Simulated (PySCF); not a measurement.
Mo²⁺ (molybdenum, charge +2): r2SCAN calculation

Configuration: [Kr] 4d3 5p1, one real determinant (an excited configuration). Calculation: PySCF 2.14, in aug-cc-pVTZ-DK (9s8p6d3f2g, 102 functions); the spin-free X2C one-electron Hamiltonian (Gaussian nucleus).

```json
{"Total energy": "-4047.05 hartree", "One-electron energy": "-5547.41 hartree", "Hartree (Coulomb) energy": "1624.44 hartree", "Exchange-correlation energy": "-124.07 hartree", "⟨S²⟩": "6.0018", "⟨L²⟩": "14.022", "Sum of ⟨r⟩": "26.50 bohr", "Sum of ⟨r²⟩": "38.76 bohr²", "Traceless quadrupole moment −½Σ⟨3z² − r²⟩ along its main axis": "-5.15 e·bohr²", "Langevin diamagnetic susceptibility": "-30.7 ×10⁻⁶ cm³/mol", "Time after the integrals": "roughly 6 core-seconds"}
```

```
shell  electrons  mean orbital energy (eV)  spread (eV)  rms radius, mean of both spins (bohr)
 1s α          1                  -19859.2            0                                 0.0404
 1s β          1                  -19859.2            0                                 0.0404
 2s α          1                   -2839.3            0                                  0.166
 2s β          1                   -2838.8            0                                  0.166
 2p α          3                   -2539.3        0.022                                  0.148
 2p β          3                   -2538.9        0.068                                  0.148
 3s α          1                   -508.83            0                                  0.458
 3s β          1                   -508.62            0                                  0.458
 3p α          3                   -409.43        0.109                                  0.464
 3p β          3                   -409.16        0.155                                  0.464
 3d α          5                   -248.00        0.293                                  0.455
 3d β          5                   -247.52        0.371                                  0.455
 4s α          1                   -90.439            0                                   1.17
 4s β          1                   -88.052            0                                   1.17
 4p α          3                   -63.639        0.277                                   1.30
 4p β          3                   -60.910        0.434                                   1.30
 4d α          3                   -26.443        0.173                                   1.78
 5p α          1                   -15.203            0                                   3.53
```

⟨L²⟩ = 14.02 against 20 for a pure G term, so this real determinant mixes terms.

Densities and radii are taken from the X2C orbitals without a picture-change correction, which distorts them close to the nucleus.
